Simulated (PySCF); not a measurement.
C2H5BeCl (SMILES C[CH2][Be][Cl]), singlet, geometry from GFN2-xTB (such geometries of metal compounds can be far from the true shape); CASCI(4,4)+NEVPT2/6-31G in PySCF.

Here is a job for PySCF.
```python
from pyscf import gto, scf, mcscf, mrpt
import numpy

mol = gto.Mole()
mol.atom = '''
    Be    0.127651   -0.099846    0.344343
    Cl    0.957086    1.103020    1.322246
    C    -0.695519   -1.287869   -0.630088
    C    -1.175765   -0.790664   -2.008266
    H    -1.577388   -1.701058   -0.132221
    H    -0.080370   -2.171307   -0.823530
    H    -0.341623   -0.448463   -2.614912
    H    -1.876456    0.033664   -1.906141
    H    -1.677520   -1.593598   -2.548628
'''
mol.basis = '6-31g'
mol.charge = 0
mol.spin = 0
mol.verbose = 4
mol.build()

mf = scf.RHF(mol)
mf.kernel()
mc = mcscf.CASCI(mf, 4, 4)
mc.fix_spin_(ss=0.0)
mc.kernel()
occ = numpy.linalg.eigvalsh(mc.fcisolver.make_rdm1(mc.ci, mc.ncas, mc.nelecas))[::-1]
ss = mc.fcisolver.spin_square(mc.ci, mc.ncas, mc.nelecas)[0]
print('natural occupations', occ.round(4), ' <S^2>', round(ss, 4))
e2 = mrpt.NEVPT(mc).kernel()
print('E(NEVPT2) = %.10f' % (mc.e_tot + e2))
```

The log (banner, timings and long lists left out):

```
PySCF version 2.14.0

[INPUT] verbose = 4
[INPUT] num. atoms = 9
[INPUT] num. electrons = 38
[INPUT] charge = 0
[INPUT] spin (= nelec alpha-beta = 2S) = 0
[INPUT] symmetry False subgroup None
[INPUT] Mole.unit = angstrom
[INPUT] Symbol           X                Y                Z      unit          X                Y                Z       unit  Magmom
[INPUT]  1 Be     0.127651000000  -0.099846000000   0.344343000000 AA    0.241225429527  -0.188681594633   0.650713962911 Bohr   0.0
[INPUT]  2 Cl     0.957086000000   1.103020000000   1.322246000000 AA    1.808630417655   2.084405709918   2.498682809302 Bohr   0.0
[INPUT]  3 C     -0.695519000000  -1.287869000000  -0.630088000000 AA   -1.314340424431  -2.433719694317  -1.190693754375 Bohr   0.0
[INPUT]  4 C     -1.175765000000  -0.790664000000  -2.008266000000 AA   -2.221873836849  -1.494138416553  -3.795072725276 Bohr   0.0
[INPUT]  5 H     -1.577388000000  -1.701058000000  -0.132221000000 AA   -2.980831312175  -3.214533742000  -0.249861477916 Bohr   0.0
[INPUT]  6 H     -0.080370000000  -2.171307000000  -0.823530000000 AA   -0.151877288631  -4.103175562351  -1.556246155363 Bohr   0.0
[INPUT]  7 H     -0.341623000000  -0.448463000000  -2.614912000000 AA   -0.645573907852  -0.847472247001  -4.941467519839 Bohr   0.0
[INPUT]  8 H     -1.876456000000   0.033664000000  -1.906141000000 AA   -3.545987924797   0.063615740257  -3.602084444805 Bohr   0.0
[INPUT]  9 H     -1.677520000000  -1.593598000000  -2.548628000000 AA   -3.170053368480  -3.011463772655  -4.816208913398 Bohr   0.0

nuclear repulsion = 110.662574822475
number of shells = 32
number of NR pGTOs = 132
number of NR cGTOs = 50
basis = 6-31g
ecp = {}

******** <class 'pyscf.scf.hf.RHF'> ********
method = RHF
initial guess = minao
damping factor = 0
level_shift factor = 0
DIIS = <class 'pyscf.scf.diis.CDIIS'>
diis_start_cycle = 1
diis_space = 8
diis_damp = 0
SCF conv_tol = 1e-09
SCF conv_tol_grad = None
SCF max_cycles = 50
direct_scf = True
direct_scf_tol = 1e-13
Set gradient conv threshold to 3.16228e-05
Initial guess from minao.
init E= -553.242449398384
  HOMO = -0.31512241068072  LUMO = 0.0534799448289793  gap/eV = 10.03018
cycle= 1 E= -552.750705995978  delta_E= 0.492  |g|= 0.288  |ddm|= 2.48
  HOMO = -0.434354047572999  LUMO = 0.10927823823411  gap/eV = 14.79299
cycle= 2 E= -552.787247281586  delta_E= -0.0365  |g|= 0.0843  |ddm|= 0.558
  HOMO = -0.412334200349152  LUMO = 0.123274927905283  gap/eV = 14.57467
cycle= 3 E= -552.790101029523  delta_E= -0.00285  |g|= 0.0262  |ddm|= 0.153
  HOMO = -0.418600752579442  LUMO = 0.122163100580518  gap/eV = 14.71493
cycle= 4 E= -552.79045833103  delta_E= -0.000357  |g|= 0.00505  |ddm|= 0.059
  HOMO = -0.418577527727185  LUMO = 0.121470929627716  gap/eV = 14.69547
cycle= 5 E= -552.790476062322  delta_E= -1.77e-05  |g|= 0.00169  |ddm|= 0.0141
  HOMO = -0.419209061785105  LUMO = 0.121282623355538  gap/eV = 14.70753
cycle= 6 E= -552.790477859604  delta_E= -1.8e-06  |g|= 0.000463  |ddm|= 0.00423
  HOMO = -0.419133495845726  LUMO = 0.121336716966024  gap/eV = 14.70694
cycle= 7 E= -552.790478025319  delta_E= -1.66e-07  |g|= 7.73e-05  |ddm|= 0.00143
  HOMO = -0.419144365480818  LUMO = 0.121320662294615  gap/eV = 14.70680
cycle= 8 E= -552.790478030433  delta_E= -5.11e-09  |g|= 1.36e-05  |ddm|= 0.000274
  HOMO = -0.419143889118998  LUMO = 0.121321531226283  gap/eV = 14.70681
cycle= 9 E= -552.790478030596  delta_E= -1.63e-10  |g|= 3.32e-06  |ddm|= 4.48e-05
  HOMO = -0.419143979348667  LUMO = 0.12132124641844  gap/eV = 14.70681
Extra cycle  E= -552.790478030603  delta_E= -6.37e-12  |g|= 1.37e-06  |ddm|= 6.78e-06
converged SCF energy = -552.790478030603

******** <class 'pyscf.mcscf.casci.CASCI'> ********
CAS (2e+2e, 4o), ncore = 17, nvir = 29
natorb = False
canonicalization = True
sorting_mo_energy = False
******** <class 'pyscf.fci.addons.SpinPenaltyFCISolver'> ********
max. cycles = 200
conv_tol = 1e-08
davidson only = True
linear dependence = 1e-12
level shift = 0.001
max iter space = 12
nroots = 1
pspace_size = 400
spin = None
Density matrix diagonal elements [1.99918202e+00 1.99876775e+00 6.47972205e-04 1.40226432e-03]
CASCI converged
CASCI E = -552.791373859720  E(CI) = -3.37773063639429  S^2 = 0.0000000
natural occupations [1.9992e+00 1.9988e+00 1.4000e-03 6.0000e-04]  <S^2> 0.0

******** <class 'pyscf.mrpt.nevpt2.NEVPT'> ********
NEVPT2 (2e+2e, 4o), ncore = 17, nvir = 29
root = 0
Natural occ [1.99919483e+00 1.99876801e+00 1.38945033e-03 6.47712046e-04]
Natural orbital (expansion on meta-Lowdin AOs) in CAS space
               #1        #2        #3        #4
0 Be 1s         -0.00000  -0.00179  -0.00000  -0.00018
0 Be 2s          0.00000   0.34931   0.00000   0.06888
0 Be 3s         -0.00000  -0.02985   0.00000   0.01053
0 Be 2px         0.07527  -0.05675   0.80074  -0.09881
0 Be 2py        -0.02364  -0.08548  -0.25153   0.60786
0 Be 2pz        -0.03476  -0.06476  -0.36977  -0.62747
0 Be 3px        -0.01954   0.04942   0.14560  -0.00259
0 Be 3py         0.00614   0.06962  -0.04574   0.12128
0 Be 3pz         0.00902   0.05965  -0.06724  -0.08811
1 Cl 1s          0.00000   0.00005   0.00000   0.00001
1 Cl 2s          0.00000   0.00045   0.00000   0.00005
1 Cl 3s         -0.00000  -0.04988  -0.00000  -0.01524
1 Cl 4s         -0.00000  -0.04831  -0.00000   0.00061
1 Cl 2px        -0.00189   0.00011  -0.00023   0.00003
1 Cl 2py         0.00059   0.00015   0.00007  -0.00017
1 Cl 2pz         0.00087   0.00014   0.00011   0.00019
1 Cl 3px         0.77423   0.05989  -0.09416   0.02199
1 Cl 3py        -0.24321   0.09629   0.02958  -0.05725
1 Cl 3pz        -0.35753   0.06420   0.04348   0.08656
1 Cl 4px         0.02121   0.00636   0.11489  -0.01214
1 Cl 4py        -0.00666   0.00912  -0.03609   0.09229
1 Cl 4pz        -0.00979   0.00758  -0.05305  -0.08907
2 C 1s           0.00000   0.00037  -0.00000  -0.00003
2 C 2s           0.00000   0.16598  -0.00000  -0.01439
2 C 3s           0.00000   0.04692  -0.00000  -0.00721
2 C 2px         -0.22007   0.34391   0.08661  -0.03582
2 C 2py          0.06913   0.53580  -0.02721   0.06133
2 C 2pz          0.10162   0.38026  -0.04000  -0.11929
2 C 3px          0.00840   0.02660   0.18569  -0.04868
2 C 3py         -0.00264   0.03905  -0.05833   0.10203
2 C 3pz         -0.00388   0.03103  -0.08575  -0.17483
3 C 1s           0.00000  -0.00001  -0.00000   0.00008
3 C 2s           0.00000  -0.01512   0.00000  -0.17971
3 C 3s          -0.00000   0.00555  -0.00000  -0.02193
3 C 2px          0.15884  -0.14178  -0.07209  -0.00317
3 C 2py         -0.04989  -0.20765   0.02265   0.05031
3 C 2pz         -0.07335  -0.16578   0.03329  -0.04108
3 C 3px         -0.00227   0.00507  -0.04384   0.05158
3 C 3py          0.00071  -0.00066   0.01377   0.07585
3 C 3pz          0.00105   0.01143   0.02025   0.06010
4 H 1s           0.18485  -0.14450   0.09647   0.06060
4 H 2s          -0.00849   0.01425  -0.03205  -0.01120
5 H 1s          -0.18486  -0.14450  -0.09647   0.06060
5 H 2s           0.00849   0.01425   0.03205  -0.01120
6 H 1s           0.14110  -0.10216   0.06778   0.07813
6 H 2s          -0.00303   0.00273   0.06237   0.09667
7 H 1s          -0.14110  -0.10216  -0.06778   0.07812
7 H 2s           0.00303   0.00273  -0.06237   0.09667
8 H 1s           0.00000   0.30406  -0.00000   0.13171
8 H 2s           0.00000  -0.00113  -0.00000   0.06208
<CAS-nat-orb|mo-hf>  18     18       0.99999679
<CAS-nat-orb|mo-hf>  19     19       0.99999993
<CAS-nat-orb|mo-hf>  20     21       0.99999679
<CAS-nat-orb|mo-hf>  21     20       0.99999993
Sr    (-1)',   E = -0.00164112452765
Si    (+1)',   E = -0.00133480846291
Sijrs (0)  ,   E = -0.15680214651992
Sijr  (+1) ,   E = -0.01137679179533
Srsi  (-1) ,   E = -0.05955094172338
Srs   (-2) ,   E = -0.00918541851168
Sij   (+2) ,   E = -0.00106804582263
Sir   (0)' ,   E = -0.00977667238373
Nevpt2 Energy = -0.250735949747234
E(NEVPT2) = -553.0421098095
```
